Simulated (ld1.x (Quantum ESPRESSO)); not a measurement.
Br (Z = 35): excitation energies, all-electron against TM

ld1.x (Quantum ESPRESSO) 7.5 input, shortened:

```
&input
   title='Br', zed=35., rel=1, dft='PBESOL', iswitch=3,
   config='[Ar] 3d10 4s1 4p6'
 /
 &inputp
   pseudotype=2, tm=.true., lloc=2,
   nlcc=.false.
 /
3
4S  1  0   1.00   0.00  1.15  1.15  0.0
4P  2  1   6.00   0.00  2.14  2.14  0.0
3D  3  2  10.00   0.00  0.55  0.55  0.0
 &test
   configts(1)='3d10 4s1 4p6'
 /
```

Energies are relative to the spin-unpolarised reference configuration 3d10 4s1 4p6; without spin polarisation the order of configurations can differ from experiment. Not all tests gave a result: 2 of 7 tests not solved or not reliable. Left out of the table: 3d10 4s2 4p5 (solver errors, printed error -273 eV); 3d9 4s2 4p5 (solver errors, printed error -3270 eV).

```csv
valence configuration,charge,ΔE all-electron (eV),error AE − PS (meV)
3d10 4s2 4p3,+2,22.949,-30
3d10 4s1 4p5,+1,13.185,-2.4
3d9 4s2 4p6,0,51.939,-1075
```

Q: What are ΔE and the potential's error for 3d10 4s2 4p4?

A: ΔE = 0.177 eV all-electron; the error (AE − PS) is -1.5 meV.

Q: What are ΔE and the potential's error for 3d10 4s2 4p4.5?

A: ΔE = -7.303 eV all-electron; the error (AE − PS) is -1.5 meV.

Levels in the configuration 3d10 4s2 4p3:

```tsv
level	all-electron (eV)	pseudo (eV)
3d	-90.785	-90.878
4s	-41.859	-41.905
4p	-28.243	-28.292
```

ld1.x printed “convergence not achieved” for 3 of the counted tests; their residual had stalled under 1e-8, short of the target of 1e-14.

A Bessel basis up to 400 Ry misses an occupied level by 0.14 Ry, so cutoffs were not judged. Note: ghost states, extra bound levels that the all-electron valence spectrum of the same l lacks: s at -1144.0 eV, p at -569.3 eV, s at -23.8 eV (other channels not judged).
